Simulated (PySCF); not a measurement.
Species: C₆H₁₁F₂NSi.
Atom-mapped SMILES: `[F:1][C@@H:2]1[CH2:3][CH2:4][NH:5][Si@@H:6]1[C@@H:7]1[CH2:8][C@@H:9]1[F:10]`

Structure used (GFN2-xTB), in Å, numbered top down from 1:
```xyz
21
C6H11F2NSi angstrom
F     -1.0788   -1.6751   -1.3659
C     -1.3313   -1.2902   -0.0517
C     -2.5707   -0.4129   -0.0047
C     -2.1761    0.9988   -0.4342
N     -0.8632    1.2599    0.1243
Si     0.0449   -0.1152    0.5698
C      1.6706   -0.3681   -0.3456
C      2.9176   -0.5866    0.4742
C      2.6849    0.7158   -0.1997
F      2.3586    1.7911    0.5842
H     -1.4823   -2.2210    0.4969
H     -3.3634   -0.8085   -0.6407
H     -2.9173   -0.3945    1.0285
H     -2.1512    1.0620   -1.5293
H     -2.8990    1.7329   -0.0647
H     -0.5313    2.2049    0.0359
H      0.2283   -0.2358    2.0240
H      1.6414   -0.8523   -1.3129
H      3.6981   -1.2261    0.0910
H      2.8106   -0.6096    1.5471
H      3.3005    1.0473   -1.0270
```

NICS is the negative of the GIAO shielding at a point without a nucleus: at the ring centre (0) and 1 Å above and below it (1); zz is the component along the ring normal. Level: GIAO PBE0/pcSseg-1 (PySCF, non-relativistic, gas phase) on the GFN2-xTB geometry, one conformer.

Rings: 1. C2–C3–C4–N5–Si6; 2. C7–C8–C9.

```csv
set,NICS(0),"NICS(1), two faces","NICS(1)zz, two faces"
P,-4.8,-3.9 / -1.7,-4.1 / -0.6
Q,-39.2,-6.5 / -9.8,-14.9 / -24.7
```

**Question.** Which set (ppm) belongs to which ring?

**Answer.** P = 1, Q = 2.
- 1 (5-membered ring with N and Si; formal bonds all single): mean NICS(1)zz -2.4 ppm, near zero. C2, C3, C4, Si6 have four or more neighbours, so the value isn't read as a sign of a π ring current.
- 2 (3-membered carbocycle; formal bonds all single): mean NICS(1)zz -19.8 ppm, shielded. C7, C8, C9 have four or more neighbours, and the NICS criterion for π rings isn't applied.

**Question.** How do the rings differ in shape?

**Answer.** 
```
ring                   bond lengths (Å)  rms pucker (Å)  HOMA  nearest outside atom to a NICS(1) probe (Å)
   1  1.519, 1.527, 1.450, 1.707, 1.913            0.17     –                                hydrogen 1.38
   2                1.508, 1.485, 1.492            0.00     –                                hydrogen 1.41
```

Hardware: one thread of an Arm Neoverse V1, shared host with 32 logical CPUs at a one-minute load of 18. Cost: 58 s wall, 1.1 GiB resident at most. This is the whole shielding run at PBE0/pcSseg-1, SCF included.
